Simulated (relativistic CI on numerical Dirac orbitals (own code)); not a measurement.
**Calculated levels, Kr+**

Method of calculation: Dirac-Coulomb-Breit CI, orbitals from a KLI potential per configuration, QED by a radiative potential, valence Slater integrals scaled by 0.85, P86 correlation energy added to each configuration (own radial code, finite nucleus).

Configuration list (outside the closed core [Ar] 3d10): 4s²4p⁵, 4s4p⁶, 4s²4p⁴5s, 4s²4p⁴4d, 4s²4p⁴5p, 4s²4p⁴6s, 4s²4p⁴5d, 4s4p⁵4d, 4s²4p⁴6p, 4s²4p⁴4f, 4s²4p⁴6d, 4s²4p⁴5f, 4s²4p⁴5g, 4s²4p⁴6f, 4s²4p³4d², 4s²4p²4d²5s, 4s²4p²4d³, 4s²4p²4d²5p, 4s²4p²4d²6s, 4s²4p²4d²5d. Double excitations out of closed p, d and f shells are left out; levels of such configurations are missing from the list, as are those of other unlisted configurations, and high levels can miss mixing partners. These lack a partner that the ground configuration has and come out too high: 4s4p⁵4d, 4s²4p⁴6p, 4s²4p⁴4f, 4s²4p⁴6d, 4s²4p⁴5f.

The lowest level is 4s²4p⁵ ²P°3/2, with 98 % of that term; Hund's rules for 4s²4p⁵ give ²P° with J = 3/2, in agreement.

```
No.  Configuration  Term    J  E (cm⁻¹)   %  Next component (%)
  1         4s²4p⁵   ²P°  3/2       0.0  98     1 4s²4p³4d² ²P°
  2         4s²4p⁵   ²P°  1/2    5297.0  98     1 4s²4p³4d² ²P°
  3          4s4p⁶    ²S  1/2  115688.6  48      45 4s²4p⁴4d ²S
  4      4p⁴(3P)5s    ⁴P  5/2  116864.6  94                3 ²D
  5      4p⁴(3P)5s    ⁴P  3/2  119225.5  62               32 ²P
  6      4p⁴(3P)5s    ⁴P  1/2  121693.8  91       3 4s²4p⁴4d ⁴P
  7      4p⁴(3P)5s    ²P  3/2  122677.0  61               34 ⁴P
  8      4p⁴(3P)4d    ⁴D  7/2  124307.1  92                4 ⁴F
  9      4p⁴(3P)4d    ⁴D  5/2  124589.9  90                3 ⁴F
 10      4p⁴(3P)4d    ⁴D  3/2  125213.1  90                3 ²D
 11      4p⁴(3P)5s    ²P  1/2  125253.5  73      17 4s²4p⁴4d ⁴D
 12      4p⁴(3P)4d    ⁴D  1/2  126067.9  75      20 4s²4p⁴5s ²P
 13      4p⁴(3P)4d    ⁴F  9/2  129853.7  95                4 ²G
 14      4p⁴(3P)4d    ⁴F  7/2  132004.4  84                9 ²F
 15      4p⁴(1D)5s    ²D  3/2  132082.3  73      19 4s²4p⁴4d ²D
 16      4p⁴(1D)5s    ²D  5/2  132406.1  85       9 4s²4p⁴4d ²D
 17      4p⁴(3P)4d    ⁴F  5/2  133657.7  94                2 ⁴D
 18      4p⁴(3P)4d    ⁴F  3/2  134464.5  96                2 ²D
 19      4p⁴(3P)4d    ²P  1/2  135006.4  67               23 ⁴P
 20      4p⁴(3P)4d    ⁴P  1/2  135731.0  70               25 ²P
 21      4p⁴(3P)4d    ⁴P  3/2  136121.7  84                8 ²P
 22      4p⁴(3P)4d    ²F  7/2  136459.1  80                9 ⁴F
 23      4p⁴(3P)5p   ⁴P°  5/2  136760.5  81              15 ⁴D°
 24      4p⁴(3P)5p   ⁴P°  3/2  137175.8  71              10 ⁴S°
 25      4p⁴(3P)4d    ⁴P  5/2  137593.3  84                7 ²D
 26      4p⁴(3P)4d    ²P  3/2  138401.2  58               24 ²D
 27      4p⁴(3P)5p   ⁴D°  7/2  138445.0  95               4 ²F°
 28      4p⁴(3P)5p   ⁴P°  1/2  138701.8  59              23 ²P°
 29      4p⁴(3P)5p   ²D°  5/2  138882.1  67              24 ⁴D°
 30      4p⁴(3P)4d    ²F  5/2  139553.9  71               13 ²D
 31      4p⁴(3P)4d    ²D  3/2  139758.9  50               31 ²P
 32      4p⁴(3P)5p   ²P°  3/2  141123.0  29              27 ²D°
 33      4p⁴(3P)5p   ⁴P°  1/2  142061.6  38              37 ²P°
 34      4p⁴(3P)4d    ²D  5/2  142092.7  66               23 ²F
 35      4p⁴(3P)5p   ⁴D°  5/2  142820.2  58              29 ²D°
 36      4p⁴(3P)5p   ⁴D°  1/2  142848.6  93               4 ²P°
 37      4p⁴(3P)5p   ⁴D°  3/2  142936.7  63              30 ²P°
 38      4p⁴(1D)4d    ²G  9/2  143263.5  95                4 ⁴F
 39      4p⁴(1D)4d    ²G  7/2  143529.6  88               10 ²F
 40      4p⁴(3P)5p   ⁴S°  3/2  144285.3  63              23 ²D°
 41      4p⁴(3P)5p   ²D°  3/2  144794.4  47              34 ²P°
 42      4p⁴(3P)5p   ²S°  1/2  145251.1  59              39 ²P°
 43      4p⁴(1D)4d    ²F  5/2  149884.3  80               15 ²D
 44      4p⁴(1S)5s    ²S  1/2  150164.6  91                3 ⁴P
 45      4p⁴(1D)4d    ²F  7/2  150807.0  96       1 4s²4p⁴5d ²F
```

Energies count from the lowest computed level; ° marks odd parity. Percentages are summed over parent terms; the parents shown are those of the largest component, closed shells are left out there.

The mean weight of the leading LS term, summed over parents, in these 45 levels is 76 %, and that of the leading jj configuration (from the same eigenvectors) 58 %, so LS coupling describes them better.

For a near-neutral ion this model can misplace configurations by up to about 10,000 cm⁻¹ (more where the count of f electrons changes) and terms by 10 to 25 % of their spread. Rates follow the energies as ν³ (E1, M1) or ν⁵ (E2), so they and the lifetimes can be off by large factors. The fine structure of a lone outer electron comes out too small, for d and f at times inverted, and misplaced configurations move strength between like terms. 24 of the 28 excited levels that our extract of the measured tables holds in this range could be paired (the sources list more); they are missed by 3707 cm⁻¹ on average and 6751 at most, and levels without a partner can miss by more.

LS names give the leading component of a level, which can be under half, so a name can repeat, a term be missing and a line seem to break the LS rules.
